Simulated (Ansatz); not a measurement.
Steps of a relaxation of C2H7AlO2 (`CO[CH2][AlH][OH]`) with RKS PBE0-D4/def2-TZVP.

```sh
$ ansatz run in.yaml --threads 4 --pin off --events-out ev --progress --plain --max-ram 10444MiB
```

```yaml
crystal:
  periodic: [false, false, false]
  atoms:
    - {symbol: C, position_ang: [-0.692360, -0.136029, 1.475926]}
    - {symbol: O, position_ang: [0.557072, 0.391315, 1.119485]}
    - {symbol: C, position_ang: [1.165823, -0.339438, 0.051074]}
    - {symbol: Al, position_ang: [0.237923, -0.025961, -1.697115]}
    - {symbol: O, position_ang: [-0.903581, 1.263014, -1.821577]}
    - {symbol: H, position_ang: [-1.114699, 0.492090, 2.285360]}
    - {symbol: H, position_ang: [-0.622891, -1.190042, 1.844882]}
    - {symbol: H, position_ang: [-1.413979, -0.131401, 0.614604]}
    - {symbol: H, position_ang: [1.270881, -1.425098, 0.311401]}
    - {symbol: H, position_ang: [2.210303, 0.038506, -0.033654]}
    - {symbol: H, position_ang: [0.484632, -0.823432, -3.057418]}
    - {symbol: H, position_ang: [-1.102123, 1.831277, -1.059067]}
basis:
  gaussian: {orbitals: def2-TZVP}
hamiltonian: {xc: pbe0, dispersion: d4}
relax: {f_tol: 0.005, max_steps: 150}
```

Positions (Å) and forces (eV/Å) along the path, 7 of 7 steps:

```xyz
12
step=1 energy=-12872.5027 eV
C    -0.692   -0.136    1.476   -0.355   -0.163    0.073
O     0.557    0.391    1.119   -0.127   -0.341   -0.122
C     1.166   -0.339    0.051    0.256   -0.170    0.027
Al    0.238   -0.026   -1.697   -0.364    0.411   -0.050
O    -0.904    1.263   -1.822    0.275   -0.056    0.621
H    -1.115    0.492    2.285    0.255   -0.292   -0.420
H    -0.623   -1.190    1.845    0.051    0.561   -0.202
H    -1.414   -0.131    0.615    0.406    0.014    0.434
H     1.271   -1.425    0.311   -0.100    0.577   -0.082
H     2.210    0.039   -0.034   -0.503   -0.154    0.087
H     0.485   -0.823   -3.057    0.016    0.059    0.196
H    -1.102    1.831   -1.059    0.191   -0.446   -0.563
12
step=2 energy=-12872.5497 eV
C    -0.690   -0.150    1.481   -0.108   -0.061    0.035
O     0.542    0.394    1.110   -0.055   -0.093   -0.054
C     1.144   -0.330    0.042    0.080   -0.045    0.049
Al    0.224   -0.023   -1.699   -0.204    0.303   -0.016
O    -0.890    1.273   -1.828    0.221   -0.177    0.186
H    -1.108    0.473    2.279    0.065   -0.090   -0.117
H    -0.590   -1.186    1.853    0.008    0.179   -0.067
H    -1.408   -0.164    0.634    0.128    0.006    0.139
H     1.242   -1.402    0.306   -0.030    0.165   -0.044
H     2.178    0.043   -0.033   -0.147   -0.055   -0.004
H     0.493   -0.835   -3.032    0.002   -0.009    0.038
H    -1.061    1.851   -1.079    0.041   -0.123   -0.144
12
step=3 energy=-12872.5568 eV
C    -0.690   -0.152    1.485    0.005   -0.001   -0.010
O     0.533    0.398    1.104    0.011    0.018   -0.013
C     1.133   -0.324    0.036   -0.015    0.019    0.001
Al    0.234   -0.009   -1.706   -0.072    0.021    0.001
O    -0.875    1.274   -1.828    0.046   -0.051   -0.007
H    -1.103    0.467    2.282   -0.007    0.012    0.022
H    -0.576   -1.180    1.854    0.005   -0.022    0.010
H    -1.409   -0.171    0.648   -0.017   -0.006   -0.013
H     1.220   -1.392    0.295    0.003   -0.021   -0.001
H     2.165    0.039   -0.037    0.031    0.001    0.011
H     0.500   -0.843   -3.023    0.016    0.000   -0.011
H    -1.055    1.837   -1.076   -0.006    0.030    0.011
12
step=4 energy=-12872.5573 eV
C    -0.690   -0.158    1.491    0.014    0.001    0.002
O     0.526    0.403    1.100   -0.007    0.008    0.003
C     1.127   -0.322    0.035   -0.016   -0.003    0.001
Al    0.223   -0.013   -1.707    0.023    0.012   -0.020
O    -0.867    1.282   -1.839   -0.001   -0.003    0.018
H    -1.105    0.461    2.287   -0.003    0.004    0.005
H    -0.563   -1.184    1.867    0.002   -0.008    0.003
H    -1.414   -0.191    0.659   -0.007   -0.001   -0.009
H     1.216   -1.389    0.296    0.003   -0.010    0.006
H     2.160    0.043   -0.038    0.006    0.000   -0.004
H     0.501   -0.844   -3.025   -0.006   -0.008    0.001
H    -1.037    1.857   -1.093   -0.008    0.008   -0.006
12
step=5 energy=-12872.5574 eV
C    -0.690   -0.159    1.492    0.002   -0.001    0.000
O     0.524    0.404    1.099   -0.004    0.005    0.001
C     1.127   -0.322    0.034   -0.004   -0.002   -0.002
Al    0.226   -0.011   -1.709    0.007   -0.002   -0.010
O    -0.868    1.282   -1.838    0.005    0.002    0.013
H    -1.106    0.461    2.287   -0.001    0.000    0.001
H    -0.561   -1.183    1.869    0.002   -0.002    0.001
H    -1.415   -0.194    0.660   -0.001   -0.001   -0.001
H     1.215   -1.389    0.297    0.000   -0.001    0.001
H     2.160    0.042   -0.037    0.004   -0.001    0.001
H     0.501   -0.845   -3.025   -0.003   -0.002    0.001
H    -1.035    1.859   -1.094   -0.008    0.003   -0.006
12
step=6 energy=-12872.5575 eV
C    -0.690   -0.160    1.492   -0.001   -0.001    0.000
O     0.522    0.406    1.096   -0.003    0.002    0.001
C     1.126   -0.321    0.034    0.003   -0.001   -0.004
Al    0.227   -0.010   -1.710    0.000   -0.005   -0.002
O    -0.865    1.284   -1.839    0.005    0.000    0.008
H    -1.107    0.461    2.287    0.000   -0.001   -0.001
H    -0.556   -1.183    1.872    0.000    0.001    0.000
H    -1.416   -0.200    0.661    0.001    0.000    0.002
H     1.212   -1.388    0.297   -0.001    0.002   -0.001
H     2.159    0.041   -0.037    0.000   -0.001    0.002
H     0.500   -0.845   -3.026   -0.001    0.002    0.000
H    -1.035    1.861   -1.095   -0.004    0.002   -0.005
12
step=7 energy=-12872.5575 eV
C    -0.690   -0.160    1.493    0.000    0.001   -0.001
O     0.522    0.407    1.095   -0.001    0.000    0.002
C     1.126   -0.322    0.034    0.000    0.000   -0.001
Al    0.228   -0.010   -1.710    0.000   -0.001   -0.002
O    -0.864    1.284   -1.839    0.000    0.001    0.001
H    -1.107    0.460    2.287    0.001    0.000    0.001
H    -0.554   -1.183    1.873    0.000    0.000    0.002
H    -1.416   -0.202    0.662    0.000    0.000   -0.001
H     1.210   -1.389    0.298    0.001    0.001   -0.001
H     2.160    0.039   -0.035    0.000    0.000    0.001
H     0.500   -0.844   -3.027    0.000   -0.001    0.000
H    -1.037    1.863   -1.097    0.000    0.000    0.000
```

Run time 17 s (4 threads of an INTEL XEON PLATINUM 8581C on a shared host); peak host memory 0.51 GiB.
